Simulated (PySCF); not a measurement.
HCl$_{3}$Si, charge +1, doublet, at a GFN2-xTB geometry (a state made from the parent by changing its charge; the spin is typed, not shown lowest); CAMB3LYP/def2-SVP run with PySCF.

Here is a job for PySCF.
```python
from pyscf import gto, scf, dft

mol = gto.M(
    atom='''
Si    0.017702   -0.010163    0.302550
Cl   -1.275265   -1.481677   -0.093886
Cl   -0.655725    1.843955   -0.018427
Cl    1.910245   -0.350367   -0.242264
H     0.104852   -0.060196    1.792097
''',
    basis='def2-svp',
    charge=1,
    spin=1,
    verbose=4,
)

mf = dft.UKS(mol)
mf.xc = 'camb3lyp'
mf.kernel()
mf.analyze()
```

Q: What does PySCF print? Leave out banner, timings and long lists.

A: 
```
PySCF version 2.14.0

[INPUT] verbose = 4
[INPUT] num. atoms = 5
[INPUT] num. electrons = 65
[INPUT] charge = 1
[INPUT] spin (= nelec alpha-beta = 2S) = 1
[INPUT] symmetry False subgroup None
[INPUT] Mole.unit = angstrom
[INPUT] Symbol           X                Y                Z      unit          X                Y                Z       unit  Magmom
[...]
nuclear repulsion = 339.470798169739
number of shells = 35
number of NR pGTOs = 151
number of NR cGTOs = 77
basis = def2-svp
ecp = {}

******** <class 'pyscf.dft.uks.UKS'> ********
method = UKS
initial guess = minao
damping factor = 0
level_shift factor = 0
DIIS = <class 'pyscf.scf.diis.CDIIS'>
diis_start_cycle = 1
diis_space = 8
diis_damp = 0
SCF conv_tol = 1e-09
SCF conv_tol_grad = None
SCF max_cycles = 50
direct_scf = True
direct_scf_tol = 1e-13
number electrons alpha = 33  beta = 32
XC library pyscf.dft.libxc version 7.1.2
    S. Lehtola, C. Steigemann, M. J. T. Oliveira, and M. A. L. Marques,  SoftwareX 7, 1–5 (2018)
XC functionals = camb3lyp
    T. Yanai, D. P. Tew, and N. C. Handy,  Chem. Phys. Lett. 393, 51 (2004)
radial grids:
    Treutler-Ahlrichs [JCP 102, 346 (1995); DOI:10.1063/1.469408] (M4) radial grids

becke partition: Becke, JCP 88, 2547 (1988); DOI:10.1063/1.454033
pruning grids: <function nwchem_prune>
grids dens level: 3
symmetrized grids: False
atomic radii adjust function: <function treutler_atomic_radii_adjust>
small_rho_cutoff = 0
Set gradient conv threshold to 3.16228e-05
tot grids = 85632
init E= -1670.75997782463

cycle= 1 E= -1669.82379354462  delta_E= 0.936  |g|= 0.38  |ddm|= 1.71
cycle= 2 E= -1669.81583678093  delta_E= 0.00796  |g|= 0.434  |ddm|= 0.979
cycle= 3 E= -1669.926728203  delta_E= -0.111  |g|= 0.0204  |ddm|= 0.506
cycle= 4 E= -1669.92704351088  delta_E= -0.000315  |g|= 0.00668  |ddm|= 0.0376
cycle= 5 E= -1669.92709255037  delta_E= -4.9e-05  |g|= 0.0021  |ddm|= 0.014
cycle= 6 E= -1669.92709860461  delta_E= -6.05e-06  |g|= 0.000554  |ddm|= 0.00497
cycle= 7 E= -1669.9270990646  delta_E= -4.6e-07  |g|= 0.000144  |ddm|= 0.00148
cycle= 8 E= -1669.92709908352  delta_E= -1.89e-08  |g|= 3.71e-05  |ddm|= 0.00025
cycle= 9 E= -1669.92709908489  delta_E= -1.37e-09  |g|= 6.31e-06  |ddm|= 6.95e-05
cycle= 10 E= -1669.92709908496  delta_E= -6.57e-11  |g|= 1.28e-06  |ddm|= 1.72e-05
Extra cycle  E= -1669.92709908497  delta_E= -1.32e-11  |g|= 6.5e-07  |ddm|= 3.08e-06
converged SCF energy = -1669.92709908497  <S^2> = 0.75851383  2S+1 = 2.0084958
**** SCF Summaries ****
Total Energy =                       -1669.927099084970678
Nuclear Repulsion Energy =             339.470798169739282
One-electron Energy =                -2968.208477068858883
Two-electron Energy =                  958.810579814148923
Two-electron Coulomb Energy =         1064.615532821866964
DFT Exchange-Correlation Energy =     -105.804953007718098
**** MO energy ****
                             alpha | beta                alpha | beta
[...]
To work with the spin densities directly, `use mulliken_meta_spin()` only printing them here.

 ** Mulliken spin pop alpha/beta on meta-lowdin orthogonal AOs **
 ** Mulliken Spin Density (per AO)  **
spin_pop of  0 Si 1s        0.00000
spin_pop of  0 Si 2s        0.00000
spin_pop of  0 Si 3s       -0.01707
spin_pop of  0 Si 4s        0.00075
spin_pop of  0 Si 2px       0.00000
spin_pop of  0 Si 2py       0.00000
spin_pop of  0 Si 2pz       0.00000
spin_pop of  0 Si 3px      -0.01259
spin_pop of  0 Si 3py      -0.01258
spin_pop of  0 Si 3pz      -0.01629
spin_pop of  0 Si 4px      -0.00008
spin_pop of  0 Si 4py      -0.00010
spin_pop of  0 Si 4pz       0.00663
spin_pop of  0 Si 3dxy     -0.00061
spin_pop of  0 Si 3dyz     -0.00171
spin_pop of  0 Si 3dz^2     0.01007
spin_pop of  0 Si 3dxz     -0.00141
spin_pop of  0 Si 3dx2-y2   -0.00071
spin_pop of  1 Cl 1s        0.00000
spin_pop of  1 Cl 2s       -0.00000
spin_pop of  1 Cl 3s        0.00009
spin_pop of  1 Cl 4s       -0.00005
spin_pop of  1 Cl 2px       0.00000
spin_pop of  1 Cl 2py       0.00000
spin_pop of  1 Cl 2pz       0.00001
spin_pop of  1 Cl 3px       0.01207
spin_pop of  1 Cl 3py       0.00635
spin_pop of  1 Cl 3pz       0.20448
spin_pop of  1 Cl 4px       0.00005
spin_pop of  1 Cl 4py       0.00005
spin_pop of  1 Cl 4pz       0.00029
spin_pop of  1 Cl 3dxy      0.00012
spin_pop of  1 Cl 3dyz     -0.00007
spin_pop of  1 Cl 3dz^2     0.00006
spin_pop of  1 Cl 3dxz     -0.00009
spin_pop of  1 Cl 3dx2-y2   -0.00001
spin_pop of  2 Cl 1s        0.00000
spin_pop of  2 Cl 2s       -0.00000
spin_pop of  2 Cl 3s        0.00009
spin_pop of  2 Cl 4s       -0.00005
spin_pop of  2 Cl 2px       0.00000
spin_pop of  2 Cl 2py       0.00000
spin_pop of  2 Cl 2pz       0.00001
spin_pop of  2 Cl 3px       0.00511
spin_pop of  2 Cl 3py       0.01790
spin_pop of  2 Cl 3pz       0.19988
spin_pop of  2 Cl 4px       0.00003
spin_pop of  2 Cl 4py       0.00008
spin_pop of  2 Cl 4pz       0.00028
spin_pop of  2 Cl 3dxy      0.00005
spin_pop of  2 Cl 3dyz     -0.00018
spin_pop of  2 Cl 3dz^2     0.00009
spin_pop of  2 Cl 3dxz     -0.00003
spin_pop of  2 Cl 3dx2-y2    0.00007
spin_pop of  3 Cl 1s        0.00000
spin_pop of  3 Cl 2s       -0.00000
spin_pop of  3 Cl 3s        0.00009
spin_pop of  3 Cl 4s       -0.00005
spin_pop of  3 Cl 2px       0.00000
spin_pop of  3 Cl 2py      -0.00000
spin_pop of  3 Cl 2pz       0.00001
spin_pop of  3 Cl 3px       0.00884
spin_pop of  3 Cl 3py       0.00040
spin_pop of  3 Cl 3pz       0.21365
spin_pop of  3 Cl 4px       0.00006
spin_pop of  3 Cl 4py       0.00002
spin_pop of  3 Cl 4pz       0.00031
spin_pop of  3 Cl 3dxy      0.00000
spin_pop of  3 Cl 3dyz      0.00001
spin_pop of  3 Cl 3dz^2    -0.00003
spin_pop of  3 Cl 3dxz     -0.00006
spin_pop of  3 Cl 3dx2-y2    0.00008
spin_pop of  4 H 1s        0.36942
spin_pop of  4 H 2s        0.00320
spin_pop of  4 H 2px      -0.00006
spin_pop of  4 H 2py      -0.00007
spin_pop of  4 H 2pz       0.00320
 ** Mulliken Spin Density (per atom)  **
spin density of  0 Si =     -0.04569
spin density of  1 Cl =      0.22334
spin density of  2 Cl =      0.22333
spin density of  3 Cl =      0.22334
spin density of  4 H =      0.37568
 ** Mulliken pop alpha/beta on meta-lowdin orthogonal AOs **
 ** Mulliken pop       alpha | beta **
In total            33.00000 | 32.00000
 ** Mulliken atomic charges   ( Nelec_alpha | Nelec_beta ) **
charge of  0Si =      0.83463  (     6.55984      6.60553 )
charge of  1Cl =      0.01043  (     8.60645      8.38312 )
charge of  2Cl =      0.01043  (     8.60645      8.38312 )
charge of  3Cl =      0.01043  (     8.60645      8.38312 )
charge of  4H =      0.13409  (     0.62080      0.24512 )

WARN: System has nonzero charge 1; the dipole moment is origin-dependent.
Location of origin: [0. 0. 0.]

Dipole moment(X, Y, Z, Debye):  0.08672, -0.04979,  1.48225
```
